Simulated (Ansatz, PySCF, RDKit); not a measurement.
Positional isomers: trisilane mercapto. Gas-phase values, no solvent. One relaxed conformer stands for each flexible species; it need not be the lowest. Strings in code marks are SMILES.

Quantity: electronic energy of isomers of H8SSi3 relative to `[SiH3][SiH2][SiH2]S` (Si–Si–Si–S torsion 49°, Si–Si–S–H torsion 179°), in kcal/mol. Force-field values (RDKit) are differences of steric energies, which aren't made for comparing isomers with other bonds.

Level 1: frozen-core MP2/cc-pVTZ // B3LYP-D3(BJ)/def2-TZVP (Ansatz, an electronic-structure program)
Level 2: PBE/6-31G* // B3LYP-D3(BJ)/def2-TZVP (PySCF)
Level 3: HF/6-31G* // B3LYP-D3(BJ)/def2-TZVP (PySCF)
Level 4: MMFF94, relaxed from the DFT geometry (RDKit)

| species | level 1 | level 2 | level 3 | level 4 |
|---|---|---|---|---|
| `[SiH3][SiH]([SiH3])S` (Si–Si–S–H torsion 62°) | 0.09 | -0.30 | 0.32 | 16.4 |
